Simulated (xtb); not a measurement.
Cl₂MoO₂, charge +1, doublet, from a rough starting geometry (GFN-xTB shapes and energies of metal compounds can be far from the true ones) (the multiplicity is a formal guess); GFN2-xTB run with xtb.

Input for xtb:
```
$ xtb mol.xyz --gfn 2 --chrg 1 --uhf 1 --opt vtight --json

# file mol.xyz
5

Mo     0.10491040    -0.01292277    -0.01294764
O      1.33987809    -0.59083134    -0.98329959
O      0.62483470     0.17312272     1.60941024
Cl    -0.59851391     1.84433698    -0.73943230
Cl    -1.43162732    -1.47090255     0.02693464
```

Task: Write the output that xtb gives for this input, abridged.

Result: 
```
   ID    Z sym.   atoms
    1   42 Mo     1
    2    8 O      2, 3
    3   17 Cl     4, 5

           -------------------------------------------------
          |                Calculation Setup                |
           -------------------------------------------------

           -------------------------------------------------
          |                 G F N 2 - x T B                 |
           -------------------------------------------------

          ...................................................
          :                      SETUP                      :
          :.................................................:
          :  # basis functions                  38          :
          :  # atomic orbitals                  35          :
          :  # shells                           13          :
          :  # electrons                        31          :
          :  max. iterations                   250          :
          :  Hamiltonian                  GFN2-xTB          :
          :  restarted?                      false          :
          :  GBSA solvation                  false          :
          :  PC potential                    false          :
          :  electronic temp.          300.0000000     K    :
          :  accuracy                    1.0000000          :
          :  -> integral cutoff          0.2500000E+02      :
          :  -> integral neglect         0.1000000E-07      :
          :  -> SCF convergence          0.1000000E-05 Eh   :
          :  -> wf. convergence          0.1000000E-03 e    :
          :  Broyden damping             0.4000000          :
          :  net charge                          1          :
          :  unpaired electrons                  1          :
          ...................................................

 iter      E             dE          RMSdq      gap      omega  full diag
   1    -18.2029811 -0.182030E+02  0.131E+01    2.93       0.0  T
   2    -18.3826955 -0.179714E+00  0.206E+01    4.68       1.0  T
   3    -18.7491236 -0.366428E+00  0.833E+00    4.17       1.0  T
   4    -18.8618613 -0.112738E+00  0.427E+00    4.37       1.0  T
   5    -18.8653318 -0.347053E-02  0.311E+00    4.12       1.0  T
   6    -18.8587957  0.653611E-02  0.276E+00    4.30       1.0  T
   7    -18.8657182 -0.692253E-02  0.234E+00    4.05       1.0  T
   8    -18.8817842 -0.160660E-01  0.102E+00    4.20       1.0  T
   9    -18.8805081  0.127607E-02  0.878E-01    4.17       1.0  T
[...]
         :: total energy             -18.833902253690 Eh    ::
 * total energy  :   -18.8339023 Eh     change       -0.2280522E-09 Eh
 * total energy  :   -18.8360511 Eh     change       -0.2148866E-02 Eh
 * total energy  :   -18.8365449 Eh     change       -0.4938280E-03 Eh
 * total energy  :   -18.8367764 Eh     change       -0.2314371E-03 Eh
 * total energy  :   -18.8367870 Eh     change       -0.1060552E-04 Eh
 * total energy  :   -18.8367912 Eh     change       -0.4184759E-05 Eh
 * total energy  :   -18.8367920 Eh     change       -0.8070017E-06 Eh
 * total energy  :   -18.8367924 Eh     change       -0.3960352E-06 Eh
 * total energy  :   -18.8367924 Eh     change       -0.2382585E-08 Eh
   *** GEOMETRY OPTIMIZATION CONVERGED AFTER 9 ITERATIONS ***
         :: total energy             -18.836792380977 Eh    ::
[...]

     #   Z          covCN         q      C6AA      α(0)
     1  42 Mo       3.288     1.017   341.442    44.458
     2   8 O        0.804    -0.244    18.819     5.815
     3   8 O        0.804    -0.244    18.819     5.815
     4  17 Cl       0.840     0.236    92.346    14.701
     5  17 Cl       0.840     0.236    92.346    14.701

 Mol. C6AA /au·bohr⁶  :       2073.438124
 Mol. C8AA /au·bohr⁸  :     126116.986084
 Mol. α(0) /au        :         85.489926

Wiberg/Mayer (AO) data.
largest (>0.10) Wiberg bond orders for each atom

 ---------------------------------------------------------------------------
     #   Z sym  total        # sym  WBO       # sym  WBO       # sym  WBO
 ---------------------------------------------------------------------------
     1  42 Mo   6.901 --     3 O    1.975     2 O    1.975     5 Cl   1.476
                             4 Cl   1.476
     2   8 O    2.315 --     1 Mo   1.975     3 O    0.114     5 Cl   0.113
                             4 Cl   0.113
     3   8 O    2.315 --     1 Mo   1.975     2 O    0.114     5 Cl   0.113
                             4 Cl   0.113
     4  17 Cl   1.808 --     1 Mo   1.476     2 O    0.113     3 O    0.113
                             5 Cl   0.106
     5  17 Cl   1.808 --     1 Mo   1.476     2 O    0.113     3 O    0.113
                             4 Cl   0.106
 ---------------------------------------------------------------------------

Topologies differ in total number of bonds
Writing topology from bond orders to xtbtopo.mol

molecular dipole:
                 x           y           z       tot (Debye)
 q only:       -1.560       0.270      -0.558
   full:       -2.131       0.375      -0.746       5.817
molecular quadrupole (traceless):
                xx          xy          yy          xz          yz          zz
 q only:       -0.600       2.115       5.424       0.961      -2.835      -4.825
  q+dip:       -1.973       3.295       8.221       0.735      -3.851      -6.248
   full:       -1.759       3.234       8.108       0.850      -3.877      -6.349

optimized geometry written to: xtbopt.xyz

           -------------------------------------------------
          | TOTAL ENERGY              -18.836792380977 Eh   |
          | GRADIENT NORM               0.000013501127 Eh/α |
          | HOMO-LUMO GAP               4.178895661309 eV   |
           -------------------------------------------------

normal termination of xtb
```
